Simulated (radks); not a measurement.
Spherical quantum dot in the effective-mass picture: electrons in a well V = -V0 / (1 + exp((r - R)/a)) with V0 = 16.3, R = 3.17, a = 0.29, with a point charge +1 (a donor) at the centre, all in effective atomic units (hartree* = m*/eps^2 hartree, bohr* = eps/m* bohr), one dielectric constant everywhere. Method: non-relativistic Kohn-Sham, LDA (Slater exchange, Perdew-Wang correlation), spin-polarised, spherical densities; computed with a radial shooting solver with Libxc functionals. Levels are named by radial order and angular momentum (1s, 1p, 1d, 2s, ...), and open shells are averaged over m. Results are scaled to m* = 0.16 and eps = 10, for which hartree* = 43.54 meV and bohr* = 3.307 nm.

N = 21, configuration 1s2 1p6 1d10 2s2 1f(up 1, down 0). This is the lowest configuration that the search found. Occupied and some empty levels:

level    occupation  eigenvalue (meV)  <r> (nm)
1s up             1           -295.79     5.957
1s down           1           -295.24     5.941
1p up             3           -278.78     6.651
1p down           3           -278.13     6.646
1d up             5           -254.43     7.054
1d down           5           -253.73     7.052
2s up             1           -232.91     4.582
2s down           1           -232.63     4.589
1f up             1           -223.17     7.379
1f down           0           -222.45     7.379
1g up             0           -185.83     7.660
1g down           0           -185.10     7.661
2p up             0           -183.88     5.736
2p down           0           -183.51     5.736
2d up             0           -138.79     6.416
2d down           0           -138.35     6.415

Energy (meV): total -9657.26, kinetic 1152.9, external -14655, Hartree 4310.1, exchange-correlation -465.39.

Electron density:

r (nm)  n(r) (e/nm^3)
0.965         0.01821
2.00          0.01013
3.04         0.006464
4.07         0.005839
5.11         0.007209
6.14         0.008723
7.18         0.008005
8.21         0.004681
9.25         0.001494
10.3        0.0002374
11.3       0.00002046
12.4        1.225e-06
13.4        6.309e-08
